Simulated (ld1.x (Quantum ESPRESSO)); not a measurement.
**Scattering properties, PAW potential for lutetium**

```
Element                 : Lu (Z = 71)
Generator               : ld1.x (Quantum ESPRESSO) 7.5
Type                    : PAW
Functional              : LDA (PZ)
Relativity              : scalar-relativistic
Frozen core             : [Kr] 4d10
Valence charge          : 25
Reference configuration : 4f14 5s2 5p6 5d2 6s1 6p0
Partial waves           : 5s (bound): rcut 2.10, rcutus 2.30 bohr; 6s (bound): rcut 2.10, rcutus 2.30 bohr; 5p (bound): rcut 2.35, rcutus 2.65 bohr; 6p (bound, empty): rcut 2.35, rcutus 2.65 bohr; 5d (bound): rcut 2.15, rcutus 2.85 bohr; 5d channel at 0.4 Ry: rcut 2.15, rcutus 2.85 bohr; 4f (bound): rcut 0.65, rcutus 0.85 bohr; 4f channel at 2.4 Ry: rcut 0.65, rcutus 0.85 bohr
Local potential         : all-electron potential smoothed inside 1.70 bohr (lloc = -2)
Core correction         : Bessel-smoothed model core inside 0.80 bohr
Augmentation charge     : BESSEL, radius 0.60 bohr
```

The phase is arctan(r·u′/u) with u = r·R(r), unwrapped; energies in Ry, scanned from -6 to 5 Ry. A pole is an energy at which the radial function vanishes at the test radius. The pseudo phase is shifted by a multiple of π to meet the all-electron one at the reference energy, and phase errors are pseudo minus all-electron; the curves can meet again beyond the range given. Levels narrower than the energy grid can be missing from the lists of poles. n/a: not evaluated, since a narrow level or a reset projector energy made the automatic matching unsafe.

```
channel  radius (bohr)  reference energy (Ry)  poles, all-electron       poles, pseudo  unbroken range about the reference energy with phases within 0.05 rad  phase error 1 Ry above the reference energy (rad)
      s           3.10                  -0.34          -4.41, 1.40         -4.41, 1.38                                                              below 3.2                                             -0.001
      p           3.10                  -0.10          -2.21, 2.65  -2.21, -0.52, 1.66                                                            -0.4 to 0.2                                             -0.256
      d           3.10                  -0.11           0.44, 4.90          0.44, 4.88                                                        the whole range                                             -0.000
      f           3.10                  -0.65                 3.10                3.10                                                                    n/a                                                n/a
```

The ghost test of this file was not conclusive. Its overlap operator is not positive definite in a basis up to 400 Ry (lowest eigenvalue p -3.40), so the file is unfit for use: the generalised eigenproblem breaks down once the basis is large enough, and its test numbers describe a broken file.

Phases in the p channel:

```tsv
E (Ry)	all-electron	pseudo
-6.00	1.432	4.575
-5.48	1.425	4.568
-4.96	1.416	4.560
-4.44	1.405	4.550
-3.92	1.391	4.537
-3.40	1.371	4.520
-2.88	1.336	4.487
-2.36	0.918	4.095
-1.84	-1.770	1.386
-1.32	-1.840	1.326
-0.80	-1.927	1.276
-0.28	-2.101	-2.114
0.24	-2.657	-2.753
0.76	-3.953	-4.258
1.28	-4.434	-4.613
1.80	-4.593	-4.739
2.32	-4.675	-4.819
2.84	-4.731	-4.895
3.36	-4.779	-4.992
3.88	-4.830	-5.155
4.40	-4.898	-5.534
4.92	-5.020	-6.474
```
